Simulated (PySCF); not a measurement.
Computed with r2SCAN-D4/def2-TZVP // r2SCAN-D4/def2-SVP in PySCF. Isolated molecules, 0 K electronic values unless said otherwise. One relaxed conformer stands for a flexible species; it need not be the lowest. Excitations are Tamm–Dancoff values on a coarser integration grid. The basis has no diffuse functions, so Rydberg states are missing or too high.

Reference species (SMILES): `C[O][Ge]([SiH3])([SiH3])[O]C` (C–O–Ge–Si torsion 178°, Si–Ge–O–C torsion 47°) (neutral, multiplicity 1).

| Property | Value |
|---|---|
| S1 oscillator strength | 0.010 |
| S1 excitation (TDA) | 5.47 eV |

Changed species: `C[O][Ge]([SiH3])([SiH3])[SiH3]` (C–O–Ge–Si torsion 59°) (3 of 4 OCH3 replaced by SiH3; the reference has 2 of 4 OCH3 replaced by SiH3).

Task: Predict the effect on the S1 oscillator strength and S1 excitation (TDA).

Result: the S1 oscillator strength stays essentially unchanged; the S1 excitation (TDA) falls by 0.68 eV, to 4.79 eV.
